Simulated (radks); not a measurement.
Problem. Radial electron density D(r) = 4 pi r^2 rho(r) of an atom or ion with 4 electrons. All-electron calculation, Dirac Kohn-Sham, LB94 model potential, spin-unpolarised, spherical densities, finite nucleus; Fermi nuclear charge, rms radius of each element as measured or else 0.836 A^(1/3) + 0.57 fm. Program: a radial shooting solver on a logarithmic mesh with Libxc functionals.

r (bohr),D(r) (e/bohr)
0.001905,0.7942
0.002097,0.9476
0.002309,1.129
0.002541,1.344
0.002797,1.597
0.003079,1.896
0.003389,2.246
0.003731,2.657
0.004107,3.136
0.004521,3.693
0.004976,4.339
0.005477,5.084
0.006029,5.939
0.006637,6.916
0.007306,8.025
0.008042,9.275
0.008852,10.67
0.009744,12.22
0.01073,13.92
0.01181,15.77
0.013,17.75
0.01431,19.83
0.01575,21.99
0.01733,24.17
0.01908,26.32
0.021,28.36
0.02312,30.20
0.02545,31.76
0.02801,32.93
0.03083,33.61
0.03394,33.72
0.03706,33.25
0.0408,32.10
0.04491,30.29
0.04943,27.87
0.05441,24.96
0.0599,21.73
0.06593,18.40
0.07258,15.22
0.07989,12.41
0.08794,10.20
0.0968,8.705
0.1066,7.980
0.1173,7.958
0.1291,8.467
0.1421,9.259
0.1564,10.05
0.1722,10.56
0.1895,10.60
0.2086,10.07
0.2297,8.992
0.2528,7.515
0.2783,5.848
0.3063,4.215
0.3372,2.796
0.3712,1.696
0.4086,0.9331
0.4497,0.4617
0.495,0.2035
0.5449,0.07905
0.5998,0.02673
0.6603,0.007769
0.7268,0.001912

What is the nuclear charge?

Solution. Z = 29. The innermost maximum, from 1s, lies near gamma/Z bohr with gamma = sqrt(1 - (Z/c)^2) = 0.977, here 0.0337 bohr (found: 0.0329), and its height grows with Z. The density is that of the copper ion Cu25+ in [He] 2s2; the configuration itself is not fixed sharply by these data, and Z only to about a unit. D(r) has 2 maxima, at r = 0.0329, 0.182 bohr, and minima at 0.112 bohr, inside which lie 2.08 electrons.
